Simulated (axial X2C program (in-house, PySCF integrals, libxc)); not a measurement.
## Levels of GaI⁺ by electron attachment to GaI²⁺ (EOM-EA-CCSD)

Computed with an axial X2C code built on PySCF integrals: two-component X2C with atomic mean-field Coulomb and Gaunt terms, Gaussian nuclei, basis I dyall-acv3z, Ga dyall-acv3z with contracted cores.

R = 2.823 Å (1.090 times 2.590 Å, the PBE0 minimum at charge 1 for the lowest determinant).

Levels of GaI⁺ obtained by attaching an electron to GaI²⁺:

```
  Ω  binding energy (eV)  above lowest (cm⁻¹)                attached spinor  one-particle weight
1/2               15.172                    0  38% I pσ, 28% I pπ, 15% Ga pσ                 0.94
1/2               10.978                33820             85% Ga pπ, 9% I dπ                 0.90
3/2               10.900                34451            85% Ga pπ, 10% I dπ                 0.91
1/2                9.784                43455  64% Ga pσ, 11% I dσ, 10% I pσ                 0.77
```

Take the first Ω = 1/2 and Ω = 3/2 rows of π character: how far apart are they, and which lies lower?

E(3/2) − E(1/2) = 34451 − 33820 = 631 cm⁻¹ at EOM-EA-CCSD: regular, Ω = 1/2 lower. Splittings at this level can be off by ten to twenty per cent.

This point took 35 s on 1 thread of Arm Neoverse V1 (shared host).

Reference electrons by ω block (each with its −ω partner): 1/2: 26, 3/2: 12, 5/2: 3. 18 electrons of GaI²⁺ correlated (inner shells frozen), 84 natural virtual spinors (a truncated set); levels can be off by some tenths of an eV. Roots sought by Ω: (1/2: 5, 3/2: 4, 5/2: 2, 7/2: 1); rows need 60 % one-particle weight and stop where some Ω has no more roots. Missing are any skipped roots, higher Ω and states of a further excitation; these come out far too high here and may in truth be low or lowest. T1 of the reference 0.027 (Lee–Taylor). The reference was not checked to be the lowest state of its species. Number of frozen shells: I 4 s, 3 p, 2 d; Ga 3 s, 2 p. Large amplitudes in the reference (orbital relaxation or multireference character) lower the reliability.
